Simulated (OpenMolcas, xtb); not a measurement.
# A ladder of methods for AlSnSiH7 (SMILES [SiH3][AlH][SnH3])

The species is AlSnSiH7 (10 atoms), meant as a singlet with charge 0. SMILES: `[SiH3][AlH][SnH3]`. The shape is that of a PBE0-D4/def2-TZVP optimisation.

```xyz
10

Si   -1.7276    1.0169   -0.9874
Al    0.6309    0.3661   -0.7718
Sn    1.4038   -1.1437    1.2796
H    -2.5845   -0.2027   -1.0560
H    -2.0258    1.8525   -2.1838
H    -2.1545    1.7801    0.2215
H     1.7232    0.8245   -1.8331
H     2.6080   -0.3743    2.2246
H     0.1284   -1.5415    2.3498
H     2.0814   -2.6290    0.7598
```

Quantity: the vertical energy of the triplet above the singlet, in eV. The values are calculated.

```csv
level,kind,program,value (eV),CPU time (all runs)
GFN1-xTB,semi-empirical,xtb,3.94,under 2 s
HF/def2-SVP (core potential),Hartree–Fock,OpenMolcas,3.09,22 s
SVWN5/def2-SVP (core potential),LDA,OpenMolcas,2.88,51 s
revPBE/def2-SVP (core potential),GGA,OpenMolcas,2.76,76 s
r2SCAN/def2-SVP (core potential),meta-GGA,OpenMolcas,2.78,1.9 min
M06-2X/def2-SVP (core potential),hybrid meta-GGA,OpenMolcas,2.96,94 s
```

Spin-orbit coupling, which can split open shells on such heavy atoms by tenths of an eV, is left out. The values span 2.76 to 3.94 eV. GFN1-xTB: no spin polarisation, so open shells miss the exchange term that lowers them. The upper state's dipole differs much between rows, so they may not all be the same state. Times are those of the runs behind each value, whatever else they computed, on shared processors of several kinds: orders of magnitude only.
